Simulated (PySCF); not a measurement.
Al(Me)(OH)2 cation (CH₅AlO₂), SMILES [CH3][Al]([OH])[OH] (connectivity only; charge and spin as stated), charge +1, multiplicity 2.

Coordinates come from a B3LYP-D3(BJ)/def2-SVP optimisation. The spin state was assumed, not searched. The isomer is the one that the SMILES or the coordinates give; other isomers of the formula were not compared. The values are those of a single conformer.

These are TDA-LC-ωPBE/def2-SVPD in PySCF 2.14.0 values and carry that method's errors.

Vertical excitations. Gas-phase values at a fixed geometry.

Computed excitation energies, oscillator strengths and character:
```csv
state,energy (eV),λ (nm),f,main pairs
root 1,3.95,314,0.001,"β HOMO→LUMO 71 %, β HOMO−2→LUMO 26 %"
root 2,4.12,301,0.047,β HOMO−1→LUMO 89 %
root 3,4.42,281,0.004,"β HOMO−2→LUMO 62 %, β HOMO→LUMO 24 %, β HOMO−5→LUMO 11 %"
root 4,4.64,267,0.031,"β HOMO−3→LUMO 75 %, β HOMO−4→LUMO 21 %"
root 5,4.99,248,0.000,"β HOMO−4→LUMO 70 %, β HOMO−3→LUMO 19 %"
root 6,5.17,240,0.000,β HOMO−5→LUMO 86 %
root 7,7.53,165,0.002,"α HOMO−1→LUMO 75 %, β HOMO→LUMO+1 8 %"
root 8,7.70,161,0.040,α HOMO→LUMO 72 %
root 9,7.86,158,0.035,"α HOMO−2→LUMO 57 %, α HOMO→LUMO 11 %, β HOMO−3→LUMO+1 9 %"
root 10,7.94,156,0.012,"α HOMO−3→LUMO 65 %, β HOMO−2→LUMO+1 15 %"
```
Unrestricted roots are not spin-pure.
